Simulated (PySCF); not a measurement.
Level of theory: B3LYP-D3(BJ)/def2-TZVP // B3LYP-D3(BJ)/def2-SVP in PySCF 2.14.0. All species are isolated molecules in the gas phase. One relaxed conformer stands for a flexible species; it need not be the lowest. B3LYP has the VWN-RPA correlation part, as in Gaussian. Excitations are Tamm–Dancoff values on a coarser integration grid. The basis has no diffuse functions, so Rydberg states are missing or too high.

Reference species (SMILES): `Bc1c(F)ccc2cccnc12` (neutral, multiplicity 1).

```
Quantity                                       Result
-------------------------------------------  --------
LUMO                                         -2.57 eV
brightest of the four lowest singlets (TDA)   4.32 eV
```

Changed species: `Bc1cc2ncccc2cc1F`.

Give the shifts of the LUMO and brightest of the four lowest singlets (TDA).

the LUMO falls by 0.18 eV, to -2.75 eV; the brightest of the four lowest singlets (TDA) rises by 0.09 eV, to 4.41 eV.
